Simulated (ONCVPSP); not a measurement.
nitrogen: one change to an ONCV potential, before and after

```
Element                 : nitrogen (N)
Generator               : ONCVPSP 4.0.1
Type                    : optimised norm-conserving Vanderbilt (ONCV)
Functional              : PBEsol
Relativity              : scalar-relativistic
Frozen core             : [He]
Valence charge          : 5
Reference configuration : 2s2 2p3
Partial waves           : 2s: rc 1.15 bohr, ncon 4, nbas 7, qcut 5.8 1/bohr, local; 2p: rc 2.25 bohr, ncon 4, nbas 7, qcut 7.8 1/bohr, 2 projectors, debl 1.9 Ha
Local potential         : the s channel
Core correction         : Teter function, fcfact 4.25, rcfact 1.55
```

All-electron outer shells of the reference configuration (PBEsol, scalar-relativistic, ld1.x):

| shell | level (eV) | outermost node (bohr) | outermost maximum (bohr) |
| --- | --- | --- | --- |
| 1s | -383.09 | – | 0.15 |
| 2s | -18.46 | 0.32 | 1.02 |
| 2p | -7.04 | – | 0.98 |

Change: core correction Teter function, fcfact 4.25, rcfact 1.75.

Cutoffs: the cutoffs (Ha) at which the residual kinetic energy of the hardest occupied pseudo-wave falls to 1 and 0.1 mHa per electron; they do not see the model core or the augmentation charge, which bear on the density cutoff. Errors are all-electron minus pseudo energies relative to the spin-unpolarised reference configuration.

Problem. What does the change do?

Solution. The potential gets neither clearly harder nor softer (40 Ha and 87 Ha → 40 Ha and 87 Ha); the errors of the 4 common tests hardly move; neither file shows a bound ghost. A model core, the more so a compact one, raises the density cutoff, which this test does not measure.

| quantity | base | changed |
| --- | --- | --- |
| cutoff, loose | 40 Ha | 40 Ha |
| cutoff, tight | 87 Ha | 87 Ha |
| bound ghosts | none | none |
| GHOST(+) flags under 300 eV | none | none |
| error for 2s2 2p2, meV [ΔE 13.52 eV] | +71 | +71 |
| error for 2s2 2p1, meV [ΔE 42.26 eV] | +542 | +536 |
| error for 2s2 2p0, meV [ΔE 89.14 eV] | +1984 | +1946 |
| error for 2s1 2p4, meV [ΔE 11.43 eV] | -9.0 | -9.2 |
| s: phases at 1.16 bohr within 0.05 rad from the reference energy up to (Ha; the scan ends near 5) | 3.4 | 3.4 |
| p: phases at 2.29 bohr within 0.05 rad from the reference energy up to (Ha; the scan ends near 5) | 4.3 | 4.3 |
| rms error of d²Exc/dni dnj with the model core, mHa | 1.51 | 2.21 |
